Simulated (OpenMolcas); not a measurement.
Pt3+ (d7) among equal point charges was computed by CASSCF with the d shell active (OpenMolcas, ANO-RCC-VDZP on the metal). Its lowest spin-free states, and all those of the highest spin:

```csv
2S+1,Degeneracy,E (cm-1)
4,1,0.0
4,3,3209
4,3,5642
2,2,16291
2,3,16764
4,3,17358
2,1,17767
2,3,18397
2,3,21344
2,3,21512
2,2,23047
2,3,23572
```

**Question.** Is the site octahedral, tetrahedral or cube-like, axial, or of lower symmetry?

**Answer.** The states with 2S+1 = 4 have orbital degeneracies 1, 3, 3, 3. Threefold states need a cubic site. For d7 at this spin an octahedron puts the threefold T1 below the threefold T2 and a tetrahedron or cube puts the single A2 below the threefold T2, so the site is a tetrahedron or a cube, which this pattern cannot tell apart. The first gap at this spin, 3210 cm-1, is |10Dq| in ligand-field theory. The run had Pt3+ among 8 point charges of -1.2 e arranged as a cube (Oh), 2.33 Å from the ion.

Spin-orbit coupling mixes the spin-free states strongly: the lowest level takes only 45 % from its leading state, 4A2. Without dynamic correlation the repulsion within the d shell is too large (B by tens of per cent), so at a given field states of lower spin stand too high. Point charges carry no covalency, so the field is a model and not that of real ligands. No measured value stands beside these numbers.
